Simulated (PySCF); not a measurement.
C2H10Al2, singlet at its B3LYP/def2-SVP optimised geometry (Å):

```
14

Al     0.4052    -1.0682     0.0000
Al    -0.4734     1.3727     0.0000
C     -0.3053     0.0548    -1.6876
H      0.4265    -0.5887    -2.2135
H     -0.1502     1.0166    -2.2139
H     -1.3094    -0.3061    -1.9585
H      1.9884    -1.0682     0.0000
H     -0.4744    -2.3817    -0.0005
C     -0.3058     0.0542     1.6875
H     -0.1524     1.0165     2.2135
H      0.4268    -0.5879     2.2139
H     -1.3095    -0.3079     1.9580
H      0.7465     2.3817     0.0005
H     -1.9884     1.8241     0.0000
```

Method: B3LYP/def2-TZVP (PySCF).

Map of the log10 of the electron density (e/bohr³), floored at −4 on the plane z = 1.2 Å:

```
|000000000000000000000000000|
|000000000000000000000000000|
|000000000000111111000000000|
|000000111111223322100000000|
|000001222222334433210000000|
|000012333333444443210000000|
|000123344444455544320000000|
|000123455555555554320000000|
|000123455555665544310000000|
|000123455566766543210000000|
|000123345667777643210000000|
|000012345678887653211000000|
|000002345789998754322100000|
|000001346789998764433210000|
|000001346789998765443321000|
|000001245677887765554321000|
|000000234566777665554321000|
|000000123455666555554321000|
|000000012345555555443321000|
|000000012345555444433210000|
|000000012345554433222100000|
|000000012344444322111000000|
|000000001233333211000000000|
|000000000122222110000000000|
|000000000011111000000000000|
|000000000000000000000000000|
|000000000000000000000000000|
```
Scale: ten equal steps from -4.00 (start of '0') to -0.607 (end of '9'), in the order '0123456789'; x runs from -4.50 to 4.50, y from -4.50 (bottom) to 4.50 (top).
